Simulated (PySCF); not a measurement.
r2SCANh on Sb⁻ (antimony, charge -1), [Kr] 4d10 5s2 5p4, high-spin 3P determinant. Computed with PySCF 2.14 in aug-cc-pwCVQZ-PP with ECP28MDF (10s10p8d6f4g1h, 169 functions), with scalar relativity through the core potential.

```
cycle= 1 E= -240.334300589065  delta_E= -0.00965  |g|= 0.0253  |ddm|= 0.584
cycle= 2 E= -240.33459875947  delta_E= -0.000298  |g|= 0.0218  |ddm|= 0.0827
cycle= 3 E= -240.334941903811  delta_E= -0.000343  |g|= 0.00814  |ddm|= 0.0414
cycle= 4 E= -240.334973062202  delta_E= -3.12e-05  |g|= 0.00197  |ddm|= 0.0097
cycle= 5 E= -240.334986697576  delta_E= -1.36e-05  |g|= 0.000594  |ddm|= 0.0101
cycle= 6 E= -240.334989102003  delta_E= -2.4e-06  |g|= 0.000197  |ddm|= 0.00556
cycle= 7 E= -240.334989379767  delta_E= -2.78e-07  |g|= 3.31e-05  |ddm|= 0.0024
cycle= 8 E= -240.334989390308  delta_E= -1.05e-08  |g|= 4.51e-06  |ddm|= 0.000645
cycle= 9 E= -240.33498939045  delta_E= -1.42e-10  |g|= 8.64e-07  |ddm|= 9.26e-05
converged SCF energy = -240.33498939045  <S^2> = 2.0156569  2S+1 = 3.0104198
```

Highest occupied orbital energy: 1.020 eV; ⟨L²⟩ = 2.05; populations by l: s 4.00, p 10.00, d 10.00, f 0.00.

Q: Can this result be used?

A: With care. The calculation finished and met its thresholds. Energies and moments cover only the electrons outside the core potential. At r2SCANh the highest occupied level has a positive energy, so only the finite basis holds that electron; in a semilocal or global hybrid functional this comes from self-interaction and does not mean that the real anion is unbound.
